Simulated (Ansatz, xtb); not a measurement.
## Two isomers of C3H4BBrN2

We compare a, `Bn1cncc1Br`, a singlet, with b, `Bn1cnc(Br)c1`, a singlet. Both are isolated molecules in the gas phase, relaxed with B3LYP/def2-SVP; the shapes shown needn't be the lowest conformers.

a (Å):

| atom | x (Å) | y (Å) | z (Å) |
| --- | --- | --- | --- |
| C | -0.7109 | -0.4182 | -0.0233 |
| C | -0.3457 | 1.5781 | 0.6577 |
| C | -1.7045 | 1.4453 | 0.6196 |
| B | -3.2188 | -0.5316 | -0.0488 |
| Br | -3.0346 | 2.6877 | 1.0517 |
| N | -1.9796 | 0.1423 | 0.1751 |
| N | 0.2583 | 0.3979 | 0.2507 |
| H | -4.2510 | 0.0407 | 0.1525 |
| H | -3.1586 | -1.6669 | -0.4376 |
| H | -0.6108 | -1.4455 | -0.3753 |
| H | 0.2300 | 2.4530 | 0.9540 |

b (Å):

```yaml
atoms:
  - { symbol: C, position_ang: [-0.9534, -0.5927, 0.5344] }
  - { symbol: C, position_ang: [-0.2925, 1.1826, -0.4299] }
  - { symbol: C, position_ang: [-1.6200, 1.3947, -0.1863] }
  - { symbol: B, position_ang: [-3.3873, -0.0695, 0.9209] }
  - { symbol: Br, position_ang: [0.9052, 2.3648, -1.2654] }
  - { symbol: N, position_ang: [-2.0748, 0.2339, 0.4500] }
  - { symbol: N, position_ang: [0.1124, -0.0559, 0.0219] }
  - { symbol: H, position_ang: [-3.5635, -1.1366, 1.4442] }
  - { symbol: H, position_ang: [-4.2561, 0.7470, 0.7765] }
  - { symbol: H, position_ang: [-1.0165, -1.5800, 0.9930] }
  - { symbol: H, position_ang: [-2.2744, 2.2353, -0.3960] }
```

Quicker runs give these differences E(b) − E(a): GFN2-xTB −3.85 kJ/mol; HF/STO-3G −7.78 kJ/mol (at GFN2-xTB geometries); r2SCAN-D4/def2-SVP −8.75 kJ/mol (at GFN2-xTB geometries).

Question: Estimate E(b) − E(a) at the level CCSD(T)/def2-SVP + ΔMP2/def2-TZVPP.

Answer: Too close to call at this level: CCSD(T)/def2-SVP + ΔMP2/def2-TZVPP gives E(b) − E(a) = −6.67 kJ/mol.

The same difference at several levels:

```
                             level        geometry  E(b) − E(a) (kJ/mol)  departure from the last row (kJ/mol)  job, with rough time for the two
                          GFN2-xTB        GFN2-xTB                   −3.85                                 +2.83              optimisation, 0.12 s
                         HF/STO-3G        GFN2-xTB                   −7.78                                 −1.11              single point, 0.68 s
                r2SCAN-D4/def2-SVP        GFN2-xTB                   −8.75                                 −2.08               single point, 7.2 s
                    B3LYP/def2-SVP  B3LYP/def2-SVP                   −9.96                                 −3.29                optimisation, 53 s
                       HF/def2-SVP  B3LYP/def2-SVP                  −10.34                                 −3.67           part of the CCSD(T) run
                      MP2/def2-SVP  B3LYP/def2-SVP                   −7.96                                 −1.29           part of the CCSD(T) run
                  CCSD(T)/def2-SVP  B3LYP/def2-SVP                   −7.20                                 −0.53                      single point
CCSD(T)/def2-SVP + ΔMP2/def2-TZVPP  B3LYP/def2-SVP                   −6.67                                                   single point, 2.5 min
```

As drawn, both hold the same kinds of bond in the same numbers.

The largest departure from CCSD(T)/def2-SVP + ΔMP2/def2-TZVPP is that of HF/def2-SVP, 3.67 kJ/mol. The last row adds to CCSD(T) the change of the MP2 difference between the two basis sets, here +0.53 kJ/mol.

With thermal terms from frequencies at re-optimised GFN2-xTB minima (ideal gas, soft modes damped towards free rotors, one conformer each, 298.15 K, 1 atm): on the last row, ΔE + ΔZPE = −6.85, ΔH = −6.76, ΔG = −6.96 kJ/mol.

The correlated steps freeze 15 core orbitals; the filled d shell of Br is correlated, in a basis made for valence electrons. Programs: Ansatz 0.2.0, xtb 6.7.1; the last row on 2 threads of Arm Neoverse V2 on a shared host.
